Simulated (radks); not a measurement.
All-electron atom: Tb in [Xe] 4f9 6s2 (the NIST ground configuration). All-electron calculation, non-relativistic Kohn-Sham, PBE, spin-unpolarised, spherical densities, point nucleus; relativity is left out, which matters for an element this heavy. Program: a radial shooting solver on a logarithmic mesh with Libxc functionals. Some entries of the table are withheld. Estimate them.

orbital  occ.  eigenvalue (Ry)  r(max) (bohr)  <r> (bohr)
1s          2        -3573.735        0.01547     0.02333
2s          2        -570.6341        0.08471         (1)
2p          6        -543.3458        0.06592     0.08415
3s          2        -125.8088         0.2356      0.2557
3p          6        -113.6121         0.2229      0.2455
3d         10        -90.89132         0.1777      0.2176
4s          2        -24.31227         0.5370      0.5771
4p          6        -19.51334         0.5419      0.5905
4d         10        -10.94429         0.5480         (2)
5s          2              (3)          1.268       1.426
5p          6         -1.76578          1.392       1.620
4f          9         -0.49587            (4)      0.8544
6s          2         -0.25468          3.797       4.439
5d          0         -0.14589          2.033       3.144
6p          0         -0.09833          4.882       5.932

Answer. 
(1) 2s <r> (bohr): 0.09925
(2) 4d <r> (bohr): 0.6248
(3) 5s eigenvalue (Ry): -3.01993
(4) 4f r(max) (bohr): 0.5452
